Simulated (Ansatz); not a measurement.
Cost and result up the ladder for `O[Si](O)(O)C12CC3CC(CC(C3)C1)C2` (32 atoms). The state is a singlet with charge 0. Geometry: PBE-D4/def2-SVP.

Cartesian coordinates in Å:
```
O 1.930 0.285 -2.959
Si 2.231 -0.045 -1.338
O 2.948 -1.561 -1.208
O 3.292 1.110 -0.730
C 0.622 -0.014 -0.373
C -0.057 1.374 -0.515
C -1.378 1.399 0.279
C -2.324 0.312 -0.269
C -1.666 -1.073 -0.118
C -1.374 -1.344 1.371
C -0.426 -0.259 1.921
C -1.086 1.125 1.767
C 0.896 -0.286 1.129
C -0.344 -1.101 -0.912
H 2.274 -0.398 -3.561
H 3.862 -1.525 -0.876
H 3.586 1.751 -1.400
H 0.629 2.166 -0.143
H -0.250 1.592 -1.588
H -1.854 2.398 0.169
H -3.292 0.337 0.278
H -2.553 0.511 -1.338
H -2.349 -1.856 -0.513
H -0.913 -2.349 1.492
H -2.322 -1.353 1.952
H -0.216 -0.456 2.995
H -2.029 1.167 2.356
H -0.417 1.913 2.175
H 1.393 -1.274 1.246
H 1.598 0.478 1.529
H 0.131 -2.103 -0.828
H -0.542 -0.925 -1.991
```

Ansatz on 6 threads of Intel Xeon on a shared host. Times are rough, and most runs start from the orbitals of an earlier one. PBE0-D4/def2-TZVP serves as the yardstick here, not as an exact answer. Differences are given only for rows in sets of like size (and for xTB, whose basis is part of the method), since another set adds its own error. Binding counts from free atoms at the same level (O triplet, Si triplet, C triplet, H doublet; other spins of the atoms weren't run), without zero-point energy or a counterpoise term.

Correlated methods freeze 18 core orbitals. The rows differ in basis, and correlated rows in double-zeta sets carry the largest basis error.

Correlated methods converge slowly with the basis, most of all in double-zeta sets.

```
                            level  functions  wall time
                        HF/STO-3G         92      1.3 s
                  PBE-D4/def2-SVP        290      4.7 s
                 PBE0-D4/def2-SVP        290      9.5 s
                     MP2/def2-SVP        290       11 s
                 PBE-D4/def2-TZVP        548       13 s
r2SCAN-D4/def2-TZVP (with forces)        548       23 s
  PBE0-D4/def2-TZVP (with forces)        548       46 s
```

(1) Estimate what each level gives for the binding energy per atom (eV).

## Answers

(1) 
```
                            level  binding energy per atom (eV)  difference from PBE0-D4/def2-TZVP (eV)
                        HF/STO-3G                          3.92                                       –
                  PBE-D4/def2-SVP                          4.65                                       –
                 PBE0-D4/def2-SVP                          4.58                                       –
                     MP2/def2-SVP                          4.39                                       –
                 PBE-D4/def2-TZVP                          4.61                                    0.07
r2SCAN-D4/def2-TZVP (with forces)                          4.52                                   -0.02
  PBE0-D4/def2-TZVP (with forces)                          4.54                                    0.00
```
